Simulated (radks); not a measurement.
Spherical jellium clusters: N electrons in a uniform positive sphere of charge N and radius rs N^(1/3), rs = 3.99 bohr. Calculated with a radial shooting solver with Libxc functionals: non-relativistic Kohn-Sham, PBE, spin-polarised, spherical densities. Levels are named by radial order and angular momentum (1s, 1p, 1d, 2s, ...), and open shells are averaged over m.

N = 9, configuration 1s2 1p6 1d(up 1, down 0). This is the lowest configuration that the search found. Occupied levels:

level    occupation  eigenvalue (eV)  <r> (bohr)
1s up             1          -4.6354       5.589
1s down           1          -4.5802       5.363
1p up             3          -3.5071       6.673
1p down           3          -3.3555       6.547
1d up             1          -2.1110       7.666

Energy (eV): total -16.1174, kinetic 15.474, external -311.83, Hartree 153.07, exchange-correlation -32.176, background 159.34.

Electron density:

r (bohr)  n(r) (e/bohr^3)
0.272            0.002284
1.30             0.002658
2.33             0.003380
3.35             0.004136
4.38             0.004546
5.41             0.004308
6.43             0.003398
7.46             0.002158
8.48             0.001089
9.51            0.0004578
10.5            0.0001756
11.6           0.00006484
12.6           0.00002373
13.6            8.498e-06
